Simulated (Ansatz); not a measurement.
Isolated molecules relaxed with PBE0-D4/def2-TZVP in Ansatz; ΔE leaves out vibrations. CBS: MP2 limit from def2 TZ/QZ plus the TZ coupled-cluster correction, frozen cores. Functionals use def2-TZVPP. Each species was taken in one conformer, which may not be the lowest.

Reaction (redistribution): `O[SiH2][SiH2]O` + `BC(=C)O` → `C=C(O)[SiH2]O` + `B[SiH2]O`

```
         species  r2SCAN0-D4 energy (Eh)
`O[SiH2][SiH2]O`              -733.05380
       `BC(=C)O`              -179.19262
 `C=C(O)[SiH2]O`              -519.70994
      `B[SiH2]O`              -392.52012
```

Q: Work out ΔE.

A: ΔE = (-519.70994) + (-392.52012) − (-733.05380) − (-179.19262) = 0.01636 Eh = +43.0 kJ/mol. CCSD(T)/CBS gives +39.8 kJ/mol.

Largest T1 diagnostic among the species: 0.013.

From PBE to PBE0 (25 % exact exchange), in def2-TZVPP and without D4, ΔE moves by −4.2 kJ/mol. In def2-TZVPP, CCSD(T) changes the Hartree–Fock value by +8.4 kJ/mol (the triples alone add +3.0 kJ/mol) and MP2 by +7.6 kJ/mol. At CCSD(T), def2-SVP lies +3.5 kJ/mol from the extrapolated value and def2-TZVPP −1.5 kJ/mol.
